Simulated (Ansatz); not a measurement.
Al8As8H22, a nanocrystal cut from wurtzite AlAs (hydrogen-capped). Charge 0, multiplicity 1. Geometry PBE-D4/def2-SVP, basis def2-SVP, Ansatz.

```json
{"run": "A", "HOMO (eV)": "-8.07", "LUMO (eV)": "-0.67"}
{"run": "B", "HOMO (eV)": "-6.21", "LUMO (eV)": "-2.25"}
{"run": "C", "HOMO (eV)": "-7.21", "LUMO (eV)": "-1.58"}
{"run": "D", "HOMO (eV)": "-6.50", "LUMO (eV)": "-2.13"}
{"run": "E", "HOMO (eV)": "-9.46", "LUMO (eV)": "1.38"}
```

Single mean-field runs in def2-SVP are fitted with def2-universal-jkfit.

Task: The runs used BHLYP, HF, PBE, PBE0, r2SCAN. Estimate which is which.

Result: A BHLYP (50 % exact exchange); B PBE (0 % exact exchange); C PBE0 (25 % exact exchange); D r2SCAN (0 % exact exchange); E HF (100 % exact exchange). Exact exchange lowers occupied and raises empty levels; among semilocal functionals meta-GGAs tend to open the gap a little, and such runs are hard to tell apart. The gap grows from 3.96 eV (PBE) to 10.84 eV (HF).
